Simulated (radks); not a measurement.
Values are calculated unless marked as measured or tabulated.
All-electron atom: Br+ in [Ar] 3d9 4s2 4p5 (not the ground configuration). Code: a radial shooting solver on a logarithmic mesh with Libxc functionals. Model: Dirac Kohn-Sham, PBEsol, spin-unpolarised, spherical densities, point nucleus; open shells are shared between the two j in proportion to 2j + 1.

Radial electron density D(r) = 4 pi r^2 rho(r):

r (bohr),D(r) (e/bohr)
0.004779,6.979
0.005432,8.540
0.006223,10.51
0.007073,12.69
0.008103,15.36
0.009284,18.40
0.01055,21.57
0.01209,25.22
0.01385,29.04
0.01574,32.64
0.01803,36.26
0.0205,39.26
0.02348,41.75
0.0269,43.25
0.03058,43.63
0.03503,42.91
0.03982,41.34
0.04562,39.17
0.05226,37.11
0.0594,35.96
0.06805,36.23
0.07796,38.36
0.08861,41.85
0.1015,46.27
0.1154,49.87
0.1322,51.61
0.1514,50.17
0.1721,45.85
0.1972,39.28
0.2259,32.76
0.2568,28.67
0.2942,27.69
0.3344,29.55
0.3831,32.63
0.4389,34.38
0.4988,33.21
0.5715,28.78
0.6495,22.70
0.7442,16.04
0.8526,10.77
0.969,7.687
1.11,6.165
1.272,5.660
1.446,5.373
1.656,4.802
1.882,3.935
2.157,2.833
2.471,1.792
2.808,1.027
3.217,0.4945
3.686,0.2047
4.189,0.07677
4.799,0.02254
5.455,0.005824
6.249,0.001086

D(r) has 3 maxima, at r = 0.0301, 0.133, 0.446 bohr, and minima at 0.0623, 0.285 bohr, inside which lie 2.08, 10.98 electrons.
